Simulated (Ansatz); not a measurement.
PBE exchange is replaced step by step with exact exchange (0 % is PBE, 25 % PBE0; no dispersion term), basis def2-TZVPD, Ansatz. System: TaO2⁻ (the lowest singlet isomer of a short search). Charge -1, multiplicity 1. Geometry: PBE-D4/def2-TZVPD.

Geometry of the singlet:

```tsv
atom	x (Å)	y (Å)	z (Å)
Ta1	-0.583	0.247	-0.293
O2	0.305	-1.194	-0.783
O3	0.278	0.947	1.076
```

In the def2 sets Ta takes a core potential; there is no spin–orbit coupling. At PBE-D4/def2-TZVPD, PBE with 5 % exact exchange/def2-TZVPD the highest occupied level of the charge -1 singlet lies above zero (up to 0.28 eV). By energy differences its removal costs 2.04 eV (vertical, to the charge 0 doublet, at PBE-D4/def2-TZVPD), and other spins of that charge weren't run; a positive level beside a positive removal energy at the same level points to self-interaction error. The restricted singlet is unstable towards broken spin symmetry at other levels; at PBE with 5 % exact exchange/def2-TZVPD, PBE with 10 % exact exchange/def2-TZVPD, PBE with 15 % exact exchange/def2-TZVPD, PBE with 35 % exact exchange/def2-TZVPD and others this wasn't settled. The structure comes from a short search, and lower isomers may exist.

```csv
exact exchange (%),HOMO (eV),LUMO (eV),gap (eV)
0,0.28,1.87,1.59
5,0.12,2.01,1.89
10,-0.04,2.15,2.19
15,-0.21,2.28,2.49
25,-0.54,2.54,3.08
35,-0.87,2.79,3.66
50,-1.38,3.13,4.50
```
